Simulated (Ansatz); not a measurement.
Born–Oppenheimer molecular dynamics of CH5GaO (8 atoms, charge 0, multiplicity 1). It starts at the highest image of a converged band. Of that band: The profile has 2 maxima (images 1, 4) with wells between them (image 2): this band takes more than one step, which may be the mechanism or a detour left from its start path. Neighbouring images differ by up to 2.4 eV, so the band resolves the path poorly. A vibrational analysis at the climbing image gives one clearly imaginary mode, 1937i cm⁻¹: a first-order saddle point.

The calculation used RHF/def2-SVP in Ansatz 0.2.0.

- ensemble: NVE (velocity Verlet)
- time step: 0.5 fs
- steps asked: 200
- starting velocities drawn for: 100 K
- seed: 2876

First frame:

```xyz
8
Properties=species:S:1:pos:R:3
Ga 0.305 -0.011 -0.556
O 0.734 0.148 1.373
H 0.540 -0.379 2.141
H 1.662 -0.143 0.388
C -1.630 0.024 -1.008
H -2.101 -0.913 -0.693
H -2.118 0.841 -0.470
H -1.808 0.152 -2.077
```

Q: How far do the bonds stretch over the last three quarters of this one trajectory? (Pairs bonded in most of those frames.)

A: 
```csv
bond,mean (Å),spread (Å),shortest,longest
Ga1–C5,2.078,0.066,1.98,2.17
O2–H3,0.952,0.024,0.91,0.99
O2–H4,1.002,0.123,0.81,1.16
C5–H6,1.098,0.011,1.08,1.12
C5–H7,1.098,0.009,1.08,1.12
C5–H8,1.100,0.009,1.08,1.12
```

Mean temperature of the second half: 2067 K. The conserved energy stayed within 3.5 meV per atom of its start (net change 1.1 meV per atom), so there is no drift, though single steps change it by up to 33 meV in the whole system, a sign of fast motions only just resolved. The kinetic energy rose, since the run started high on the potential surface and went downhill. It ends in pieces (CH3Ga + H2O), so much of that is their flight and rotation, not heat. A run of 0.1 ps of so small a system gives no equilibrium averages. The orbitals stay closed-shell, which can raise the energy where a bond breaks towards radicals; this wasn't checked here.

Time of the run: 5.1 min on 1 thread of Arm Neoverse V1 (shared host), peak memory 0.15 GiB.
